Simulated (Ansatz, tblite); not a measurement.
Removing an electron: [MoO(H2O)Cl4]- (MoCl₄O₂H₂⁻). The state is a doublet with charge -1. Geometry: r2SCAN-D4/def2-SVPD. Ansatz, gas phase; energy differences of separate SCF runs; the oxidised species is a singlet (the triplet lies 1.10 eV higher at PBE0-D4/def2-TZVPD).

```csv
atom,x (Å),y (Å),z (Å)
Mo1,0.886,0.056,-0.052
O2,2.509,-0.010,0.291
O3,-1.609,0.051,-0.302
H4,-1.760,0.553,0.517
H5,-1.702,-0.879,-0.033
Cl6,0.185,-2.107,0.816
Cl7,0.653,2.200,-1.036
Cl8,0.778,-0.894,-2.221
Cl9,0.059,1.030,2.019
```

In the def2 sets Mo takes a core potential; there is no spin–orbit coupling. The xTB rows come from tblite. No other spin state of charge -1 was run.

| level | −HOMO (eV) | vertical IE (eV) | −LUMO (eV) | HOMO–LUMO gap (eV) |
| --- | --- | --- | --- | --- |
| GFN1-xTB | – | 8.71 | – | – |
| GFN2-xTB | – | 8.27 | – | – |
| PBE-D4/def2-TZVPD | 1.30 | 3.87 | 0.13 | 1.17 |
| PBE0-D4/def2-TZVPD | 3.09 | 4.60 | -0.74 | 3.83 |

  HOMO and LUMO are the levels of the spin that leaves or enters (xTB has no such levels and no spin-polarisation term). Other spin states of the ions may lie lower, which would lower the ionisation energy or raise the affinity. Raw xTB energy differences between charge states are shifted by several eV; the methods need an empirical correction for them.
